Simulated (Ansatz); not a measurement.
CH8Ge2, SMILES `[CH3][GeH2][GeH3]`. Charge 0, multiplicity 1.

Z-matrix (Å, degrees):
```
C
Ge 1 1.958
H 1 1.091 2 110.2
H 1 1.091 2 110.2 3 120.0
H 1 1.091 2 110.2 3 -120.0
Ge 2 2.424 1 110.9 3 -59.9
H 2 1.542 1 109.8 3 60.9
H 2 1.542 1 109.8 3 179.2
H 6 1.539 2 110.4 1 -59.8
H 6 1.539 2 110.4 1 59.5
H 6 1.538 2 111.4 1 179.9
```

(1) What are the harmonic wavenumbers in cm⁻¹ at PBE0-D4/def2-TZVP (Ansatz, finite differences of forces, unscaled)? (Estimate.)

(2) Is this a minimum?

(3) Give the ideal-gas thermochemistry at 298.15 K and 1 bar (rigid rotor, harmonic oscillator; point group Cs, symmetry number 1).

(4) Rotational constants (cm⁻¹)?

Answers

(1) Ansatz gave: 77, 116, 134, 267, 336, 446, 470, 601, 624, 667, 783, 851, 868, 877, 884, 886, 1263, 1457, 1458, 2127, 2130, 2138, 2146, 2151, 3065, 3157, 3158.

(2) Yes, all 27 modes are real.

(3) Zero-point energy 198.2 kJ/mol; H(298) − E = 219.6 kJ/mol; entropy 355.2 J/(mol·K), of which translation 172.6, rotation 112.9, vibration 69.7; G(298) − E = 113.7 kJ/mol. Modes under 100 cm⁻¹ are hindered rotations or soft bends, so the harmonic entropy is rough.

(4) 0.3191, 0.05632, 0.0501.
